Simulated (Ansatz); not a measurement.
## Isomers

Structures of BSiH₃ClO (charge +1), closed shell, relaxed at PBE0-D4/def2-TZVP (vibrations not checked; lower isomers may exist, and structures with a doubtful reference or unclear bonds are left out). Ansatz 0.2.0; basis: def2-TZVPP; cores frozen in the correlated methods. B3LYP uses VWN-RPA correlation.

Task: Rank them by CCSD(T) energy, lowest first, and give each one's height above the lowest. Links in brackets join atoms within 1.22 times the sum of their covalent radii (1.1 for two metals). (Judge from chemistry; the value comes from the calculation.)
A.
BSiH₃ClO ([OH][B]1[SiH2][Cl]1), total charge +1
```
7
angstrom
O -0.5708 1.5212 -1.1373
B -0.2452 0.5044 -0.4116
Si 0.8569 -0.5322 0.8033
Cl -1.1569 -1.1245 -0.1332
H -1.3842 1.5590 -1.6584
H 0.6402 -0.4536 2.2573
H 1.8599 -1.4743 0.2798
```
B.
BSiH₃ClO ([OH2][Si][BH][Cl]), total charge +1
```
7
angstrom
B -0.8051 0.3499 -0.7740
Si -0.2660 -0.3566 1.1544
O 0.7241 -1.6467 0.3327
Cl -0.1474 -0.4959 -2.1427
H -1.5189 1.2754 -0.9767
H 0.7489 -1.6742 -0.6636
H 1.2510 -2.3343 0.7678
```
C.
BSiH₃ClO ([BH2][Si]([OH])[Cl]), total charge +1
```
7
angstrom
B -0.5106 1.4009 -0.1424
Si 0.1306 -0.5065 -0.2006
O 0.6366 -1.1413 1.1469
Cl 0.1390 -1.5662 -1.8592
H -1.6632 1.5847 0.0736
H 0.2894 2.2540 -0.3455
H 0.9782 -2.0256 1.3272
```

Result: By the calculation: A (0.000 eV), C (0.067 eV), B (1.474 eV). Heights count from the lowest.

Task: Do PBE-D4, r2SCAN-D4, PBE0-D4, B3LYP-D4, wB97M-V, HF, MP2 give the same order? (Judge from chemistry; the calculation decides.)

Result: The calculation gives: Lowest first: HF C < A < B. The others agree with CCSD(T).

T1 diagnostic: at most 0.015. The restricted Hartree–Fock reference is unstable towards an unrestricted one at one or more of these structures.

For scale, one of the runs: CCSD(T)/def2-TZVPP, 188 basis functions, launched by `ansatz run in.yaml --threads 2 --pin off --events-out ev --progress --plain --max-ram 4352MiB`. The run took 53 s on 2 CPU threads of an Intel Xeon Platinum 8259CL (shared host), with 1.9 GiB of host memory at its peak.
